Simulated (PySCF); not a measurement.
**Potential energy of LiSe along the bond**

Set-up: PySCF, no relativity, basis sets Li def2-SVPD, Se def2-SVPD. Energies in eV from Li + Se in their ground configurations at the same level. State: ²Π (doublet), unpaired electrons π ↑.

```csv
R (Å),M06-2X,UHF-CCSD
1.968,-2.607,
2.059,-2.873,-2.388
2.151,-3.023,-2.556
2.219,-3.078,-2.624
2.288,-3.095,-2.654
2.357,-3.083,-2.653
2.448,-3.031,-2.616
2.563,-2.925,-2.527
2.700,-2.761,-2.380
2.883,-2.507,
```

Question: Put a parabola through the three lowest points of the M06-2X curve and estimate Re, k and ωe (reduced mass 6.45 u; 1 eV/Å² = 0.16022 mdyn/Å; ωe = 1302.8·√(k/μ) cm⁻¹).

Answer: Through R = 2.219, 2.288, 2.357 Å the second-order coefficient is 3.05 eV/Å², so Re ≈ 2.294 Å, k ≈ 0.976 mdyn/Å and ωe ≈ 507 cm⁻¹. A polynomial fit of higher order to the unrounded M06-2X energies gives Re = 2.290 Å, k = 0.996 mdyn/Å, ωe = 512 cm⁻¹; anharmonicity and rounding make the difference.

The higher-order fit for each curve: M06-2X: Re = 2.290 Å, ωe = 512 cm⁻¹, De = 3.10 eV; UHF-CCSD: Re = 2.320 Å, ωe = 493 cm⁻¹, De = 2.66 eV.

Correlated steps freeze 9 core orbitals. Correlated levels converge slowly with the basis: in double zeta they bind strong bonds too weakly, by up to about 1 eV, and carry superposition errors of some tenths. Spin–orbit coupling is left out. The state was picked by a PBE0 search and need not be the measured ground state.
